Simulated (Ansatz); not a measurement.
Consider the cleavage of the Si–Si bond: `C[SiH2][SiH](F)F` + `O[SiH](O)O` → `O[SiH](O)O[SiH](F)F` + `C[SiH3]`.

Computed with Ansatz on PBE0-D4/def2-TZVP structures; ΔE is electronic, products minus reactants. CBS: MP2 limit from def2 TZ/QZ plus the TZ coupled-cluster correction, frozen cores. This one scheme is used for every species. Functionals use def2-TZVPP. Each species was taken in one conformer, which may not be the lowest.

CCSD(T)/CBS gives -1.61 eV.

Problem. Another level gave -1.56 eV. Which?
A. B2PLYP/def2-TZVPP
B. revPBE-D4/def2-TZVPP
C. r2SCAN-D4/def2-TZVPP
D. revPBE/def2-TZVPP

Solution. C. r2SCAN-D4 -1.56, revPBE-D4 -1.33, B2PLYP -1.63, revPBE -1.26 eV.

Problem. What do rigid-rotor, harmonic-oscillator terms from PBE0-D4/def2-TZVP frequencies (298.15 K, 1 bar) make of the CCSD(T)/CBS value? (An estimate is asked.)

Solution. The calculation gave: ΔZPE = -0.03 eV, ΔH = -1.65 eV, ΔS = -8 J/(mol·K), ΔG = -1.63 eV. Modes under 50 cm⁻¹ make the entropy rough.

Largest T1 diagnostic among the species: 0.012.

From r2SCAN to r2SCAN0 (25 % exact exchange), in def2-TZVPP and without D4, ΔE moves by −0.05 eV. Leaving LDA and LC-ωPBE aside and taking each functional with its dispersion term where it has one, the values, not all of them listed here, spread over 0.41 eV, from BHLYP-D4 to PBE-D4. LDA lies −0.09 eV from PBE without D4.
